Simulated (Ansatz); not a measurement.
Geometry optimisation, RKS BHLYP-D4/def2-SVP (Ansatz 0.2.0).

input.yaml

```yaml
crystal:
  periodic: [false, false, false]
  atoms:
    - { symbol: C, position_ang: [-1.6741, 0.6352, -0.4375] }
    - { symbol: B, position_ang: [-0.4703, -0.131, -0.9888] }
    - { symbol: O, position_ang: [0.8562, 0.2103, -0.5335] }
    - { symbol: C, position_ang: [1.2848, -0.606, 0.5743] }
    - { symbol: O, position_ang: [2.5043, -0.3164, 1.0033] }
    - { symbol: H, position_ang: [-1.5956, 1.7737, -0.681] }
    - { symbol: H, position_ang: [-1.7827, 0.5475, 0.6524] }
    - { symbol: H, position_ang: [-2.6064, 0.3227, -0.9458] }
    - { symbol: H, position_ang: [-0.6093, -0.9484, -1.767] }
    - { symbol: H, position_ang: [1.2074, -1.6902, 0.3045] }
    - { symbol: H, position_ang: [0.4845, -0.4717, 1.445] }
    - { symbol: H, position_ang: [2.4781, 0.619, 1.4081] }
basis:
  gaussian: { orbitals: def2-SVP }
hamiltonian:
  xc: { name: BHLYP }
  dispersion: d4
relax:
  f_tol: 0.02
  max_steps: 50
output:
  orbitals: {}
```

Launched with:

```bash
$ ansatz run input.yaml --threads 2 --pin off --max-ram 3072MiB --backend cpu --events-out ev --progress --plain --runs-dir out
```

Task: Where does it end, and by what steps?

Result: The forces met the threshold. The force dipped under the threshold on the way, but the program's further checks kept it going. After 25 steps the energy has fallen by 1.323 eV; O3 moved furthest, 1.44 Å.

```tsv
step	energy less start (eV)	largest force component (eV/Å)	accepted
0	0.0000	3.609	yes
1	-0.5302	1.386	yes
2	-0.6511	1.158	yes
3	-0.8287	0.911	yes
4	-1.0079	0.661	yes
5	-1.1655	0.300	yes
6	-1.2381	0.336	yes
7	-1.2493	0.614	yes
8	-1.2629	0.289	yes
9	-1.2667	0.345	yes
10	-1.2864	0.197	yes
11	-1.2835	0.578	no
12	-1.2965	0.083	yes
13	-1.2979	0.311	yes
14	-1.3081	0.312	yes
15	-1.3167	0.054	yes
16	-1.3097	0.428	no
17	-1.3181	0.105	yes
18	-1.3199	0.087	yes
19	-1.3210	0.094	yes
20	-1.3219	0.080	yes
21	-1.3178	0.230	no
22	-1.3226	0.006	yes
23	-1.3230	0.017	yes
24	-1.3231	0.034	yes
25	-1.3232	0.013	yes
```

```xyz
12
Properties=species:S:1:pos:R:3
C -1.815 0.855 -0.622
B -0.538 -0.039 -0.550
O 0.107 -0.198 0.622
C 1.322 -0.883 0.719
O 2.389 -0.040 0.524
H -1.633 1.692 -1.308
H -2.115 1.257 0.349
H -2.654 0.296 -1.054
H -0.104 -0.608 -1.523
H 1.386 -1.659 -0.049
H 1.338 -1.347 1.711
H 2.394 0.619 1.215
```

Time of the run: 120 s on 2 threads of AMD EPYC 7R43 64-Core Processor (Zen 3), on a shared host, peak memory 0.23 GiB.
